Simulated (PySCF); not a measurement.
PySCF job for W(NH)(S)(SH)2 (H3NS3W), SMILES [NH]=[W](=[S])([SH])[SH], multiplicity 1, PBE-D3(BJ)/def2-SVP. Geometry optimised at PBE-D3(BJ)/def2-SVP. The spin state was assumed, not searched. The structure was generated by enumeration; whether it is a known compound was not checked. The def2 effective core potentials stand for the cores of W; spin–orbit coupling is left out. Other conformers were not sampled.

```python
import numpy as np
from pyscf import gto, scf, dft, df
from pyscf.hessian import thermo

mol = gto.M(
    atom='''
    W    -0.00264717   -0.13557520   -0.08545092
    N    -0.51507469   -1.50163629   -1.06857858
    H    -0.31960477   -2.36984339   -1.58157815
    S     2.10277171   -0.16096679    0.36781386
    S    -0.57149054    1.70365138   -1.43512371
    H     0.07984720    2.62042430   -0.65692299
    S    -1.13619360   -0.22581045    1.97775066
    H    -2.28022957   -0.77654850    1.47486590
    ''',
    basis='def2-SVP',
    ecp={'W': 'def2-svp'},
    charge=0,
    spin=0,
    max_memory=1600,
    verbose=3,
)
mf = dft.RKS(mol, xc='pbe').density_fit(auxbasis='def2-universal-jkfit')
mf.disp = 'd3bj'
mf.grids.level = 3
mf.conv_tol = 1e-11
mf.max_cycle = 100
mf.kernel()

# analytic Hessian; the response equations are solved on a coarser grid
h, args, fine = mf.Hessian(), (mf.mo_energy, mf.mo_coeff, mf.mo_occ), mf.grids
h.max_memory = max(150, 2.5e-5 * df.make_auxmol(mol, mf.with_df.auxbasis).nao * mol.nelec[0] * (mol.nelec[0] + mol.nao))  # MB; small integral blocks
h1ao = h.make_h1(mf.mo_coeff, mf.mo_occ)
mf.grids = dft.Grids(mol).set(level=1).build(with_non0tab=True)
mo1, mo_e1 = h.solve_mo1(*args, h1ao)
mf.grids = fine
hess = h.hess_elec(*args, mo1, mo_e1, h1ao) + h.hess_nuc()
if mf.do_disp():
    hess += h.get_dispersion()
for i in range(mol.natm):  # the analytic DFT Hessian lacks the response of the grid: restore translational invariance
    hess[i, i] -= hess[i].sum(axis=0)
hess = (hess + hess.transpose(1, 0, 3, 2)) / 2
vib = thermo.harmonic_analysis(mol, hess, imaginary_freq=False)
thermo.dump_normal_mode(mol, vib)
th = thermo.thermo(mf, vib['freq_au'][vib['freq_au'] > 0], 298.15, 101325)
thermo.dump_thermo(mol, th)
g0 = mf.nuc_grad_method().set(verbose=0).kernel()

# dipole derivatives [dipole axis, atom, xyz] from the same response
r, irp = mol.intor('int1e_r'), mol.intor('int1e_irp').reshape(3, 3, mol.nao, mol.nao)
sl, dm0, ok = mol.aoslice_by_atom(), np.array(mf.make_rdm1()), []
dmu = np.einsum('a,xt->xat', mol.atom_charges(), np.eye(3))
for a, (_, _, p0, p1) in enumerate(sl):
    dmu[:, a] += 2 * np.einsum('xtij,ij->xt', irp[:, :, :, p0:p1], dm0.reshape(-1, mol.nao, mol.nao).sum(0)[:, p0:p1])
    for u, c, occ, f in [(mo1, mf.mo_coeff, mf.mo_occ, 4)]:
        dmu[:, a] -= f * np.einsum('tui,xuv,vi->xt', u[a], r, c[:, occ > 0], optimize=True)
L = vib['norm_mode']
ir = 974.8801 * (np.einsum('xat,kat->kx', dmu, L) ** 2).sum(1)       # km/mol
apt = np.einsum('xax->a', dmu) / 3
print('mode   freq/cm-1   IR/(km/mol)')
for k, w in enumerate(vib['freq_wavenumber']):
    print(f'{k + 1:4d} {w:11.2f} {ir[k]:13.3f}')
print('max |gradient| / (hartree/bohr):', abs(g0).max())
print('APT charges:', apt.round(4))
```

It prints:

```
converged SCF energy = -1317.45218755187

WARN: DFTD3 does not support analytical Hessian, using finite difference


WARN: Mole.unit (angstrom) is changed to Bohr

Mode                                 0                   1                   2
Irrep
Freq [cm^-1]                      110.6655            119.2660            129.7627
Reduced mass [au]                  14.4109             16.8338             15.0263
Force const [Dyne/A]                0.1040              0.1411              0.1491
Char temp [K]                     159.2230            171.5972            186.6996
Normal mode                   x     y     z       x     y     z       x     y     z
       0   W                 0.02 -0.02 -0.01    0.01  0.00  0.02   -0.02 -0.03 -0.00
       1   N                 0.01 -0.02 -0.01   -0.01  0.02  0.01    0.01 -0.04 -0.01
       2   H                 0.00 -0.02 -0.01    0.01  0.05 -0.03    0.03 -0.02 -0.02
       3   S                 0.02 -0.01  0.01    0.04  0.01 -0.11   -0.01  0.10 -0.03
       4   S                -0.07  0.02  0.09    0.01 -0.02 -0.00    0.09  0.03  0.04
       5   H                -0.08 -0.01  0.12    0.04 -0.00 -0.05    0.14 -0.05  0.09
       6   S                -0.04  0.10 -0.04   -0.10 -0.01 -0.03    0.01  0.03  0.02
       7   H                -0.04  0.12 -0.06   -0.01 -0.12 -0.10    0.02 -0.04  0.07
Mode                                 3                   4                   5
Irrep
Freq [cm^-1]                      183.0487            213.5804            279.2683
Reduced mass [au]                   3.4660              4.0045              1.1224
Force const [Dyne/A]                0.0684              0.1076              0.0516
Char temp [K]                     263.3663            307.2946            401.8049
Normal mode                   x     y     z       x     y     z       x     y     z
       0   W                 0.00  0.01 -0.01    0.01 -0.01 -0.00   -0.00  0.00  0.00
       1   N                -0.03 -0.10  0.17   -0.18  0.06  0.00    0.02 -0.03  0.04
       2   H                -0.05 -0.21  0.34   -0.38  0.05 -0.05   -0.05 -0.09  0.12
       3   S                 0.00 -0.01  0.00    0.02  0.06  0.04   -0.00  0.01 -0.02
       4   S                -0.00  0.05  0.02   -0.00 -0.03  0.00    0.02  0.00 -0.00
       5   H                 0.18 -0.04 -0.04    0.15 -0.02 -0.14   -0.19  0.01  0.16
       6   S                -0.01 -0.03 -0.03    0.00 -0.02 -0.03    0.00 -0.04 -0.01
       7   H                 0.07 -0.20 -0.04   -0.03  0.09 -0.08   -0.31  0.81 -0.23
Mode                                 6                   7                   8
Irrep
Freq [cm^-1]                      323.6559            373.1659            376.1590
Reduced mass [au]                   1.1434             11.8363             13.8296
Force const [Dyne/A]                0.0706              0.9711              1.1529
Char temp [K]                     465.6688            536.9026            541.2091
Normal mode                   x     y     z       x     y     z       x     y     z
       0   W                -0.00  0.00  0.00    0.01 -0.02 -0.01   -0.01 -0.02  0.03
       1   N                -0.06  0.00  0.02   -0.02 -0.00 -0.00    0.01  0.00 -0.01
       2   H                -0.06 -0.01  0.05   -0.11 -0.02 -0.01    0.04  0.06 -0.09
       3   S                 0.01  0.00  0.00    0.02  0.01  0.01   -0.00  0.00 -0.01
       4   S                 0.03 -0.01 -0.01   -0.02  0.09 -0.07   -0.02  0.08 -0.06
       5   H                -0.72  0.08  0.52   -0.15  0.11  0.02    0.00  0.10 -0.11
       6   S                 0.01  0.00 -0.03   -0.05 -0.00  0.09    0.05  0.01 -0.10
       7   H                 0.11 -0.25  0.03   -0.06  0.02  0.08    0.05  0.02 -0.10
Mode                                 9                  10                  11
Irrep
Freq [cm^-1]                      514.9389            546.1454            595.7746
Reduced mass [au]                   3.4353              1.6727              1.0786
Force const [Dyne/A]                0.5367              0.2940              0.2256
Char temp [K]                     740.8824            785.7817            857.1870
Normal mode                   x     y     z       x     y     z       x     y     z
       0   W                -0.03  0.00 -0.00    0.01  0.00  0.00    0.00 -0.00  0.00
       1   N                 0.08  0.00  0.00    0.09  0.01  0.00   -0.00  0.02 -0.03
       2   H                -0.46 -0.08 -0.05   -0.74 -0.13 -0.06    0.01 -0.21  0.35
       3   S                 0.13 -0.01  0.02   -0.09 -0.00 -0.02   -0.01  0.00 -0.01
       4   S                -0.00  0.00 -0.00    0.00 -0.00  0.00    0.01 -0.00  0.02
       5   H                 0.06 -0.10  0.06   -0.04  0.03 -0.01   -0.16  0.40 -0.33
       6   S                 0.00  0.00 -0.01    0.00  0.00 -0.00   -0.00 -0.01 -0.03
       7   H                -0.06 -0.02  0.16    0.07 -0.09 -0.05   -0.29  0.02  0.62
Mode                                12                  13                  14
Irrep
Freq [cm^-1]                      613.2456            640.5920            964.8665
Reduced mass [au]                   1.1356              1.2729              7.2586
Force const [Dyne/A]                0.2516              0.3077              3.9814
Char temp [K]                     882.3240            921.6693           1388.2280
Normal mode                   x     y     z       x     y     z       x     y     z
       0   W                -0.01 -0.00 -0.00   -0.00  0.00 -0.01   -0.00 -0.02 -0.01
       1   N                 0.01 -0.00 -0.03    0.00 -0.07  0.09    0.06  0.19  0.14
       2   H                -0.02 -0.13  0.18   -0.02  0.37 -0.65    0.08  0.21  0.15
       3   S                 0.03  0.00  0.01    0.00 -0.00  0.00   -0.00  0.00  0.00
       4   S                 0.02 -0.01  0.02    0.01 -0.01  0.02    0.00 -0.00  0.00
       5   H                -0.19  0.48 -0.39   -0.16  0.33 -0.24   -0.01  0.03 -0.03
       6   S                 0.00  0.01  0.02   -0.00 -0.00 -0.00    0.00  0.00 -0.00
       7   H                 0.29 -0.04 -0.57   -0.09  0.04  0.14    0.01  0.01 -0.02
Mode                                15                  16                  17
Irrep
Freq [cm^-1]                     2585.5980           2598.7227           3505.2400
Reduced mass [au]                   1.0381              1.0381              1.0831
Force const [Dyne/A]                4.0889              4.1307              7.8409
Char temp [K]                    3720.0999           3738.9834           5043.2600
Normal mode                   x     y     z       x     y     z       x     y     z
       0   W                -0.00 -0.00 -0.00   -0.00 -0.00  0.00    0.00  0.00  0.00
       1   N                 0.00  0.00  0.00    0.00 -0.00 -0.00    0.01 -0.06 -0.04
       2   H                -0.00  0.00  0.00    0.00 -0.00 -0.00   -0.17  0.81  0.48
       3   S                -0.00  0.00 -0.00    0.00  0.00  0.00    0.00  0.00  0.00
       4   S                -0.01 -0.02 -0.02    0.00  0.00  0.00   -0.00  0.00 -0.00
       5   H                 0.47  0.66  0.55   -0.01 -0.01 -0.01   -0.00 -0.00 -0.00
       6   S                -0.00 -0.00 -0.00   -0.03 -0.01 -0.01   -0.00 -0.00  0.00
       7   H                 0.01  0.01  0.00    0.82  0.40  0.36    0.00 -0.00  0.00
temperature 298.1500 [K]
pressure 101325.00 [Pa]
Rotational constants [GHz] 1.65813 1.41984 1.07919
Symmetry number 1
Zero-point energy (ZPE) 0.03343 [Eh]   87768.194 [J/mol]
                           tot       elec      trans        rot        vib
Entropy [J/mol/K]       390.457      0.000    179.758    122.286     88.413
Cv [J/mol/K]            115.506      0.000     12.472     12.472     90.563
Cp [J/mol/K]            123.821      0.000     20.786     12.472     90.563
Internal energy [J/mol]                      3718.434   3718.434 102547.432
Internal energy [Eh]   -1317.41030  -1317.45219
Enthalpy [J/mol]                             6197.391   3718.434 102547.432
Enthalpy [Eh]          -1317.40935
Gibbs free energy [J/mol]                  -47397.584 -32741.078  76187.087
Gibbs free energy [Eh] -1317.45369
mode   freq/cm-1   IR/(km/mol)
   1      110.67         0.413
   2      119.27         0.252
   3      129.76         0.966
   4      183.05         6.513
   5      213.58         5.802
   6      279.27        14.900
   7      323.66        35.965
   8      373.17         4.040
   9      376.16        25.771
  10      514.94       146.837
  11      546.15        50.141
  12      595.77        20.079
  13      613.25         9.472
  14      640.59        58.593
  15      964.87        55.424
  16     2585.60         4.068
  17     2598.72         3.363
  18     3505.24       158.312
max |gradient| / (hartree/bohr): 9.382366081188038e-05
APT charges: [ 1.1141 -0.6188  0.3127 -0.3895 -0.2822  0.07   -0.2844  0.078 ]
```

The run converged.

Cost: around 120 core-seconds (rough).
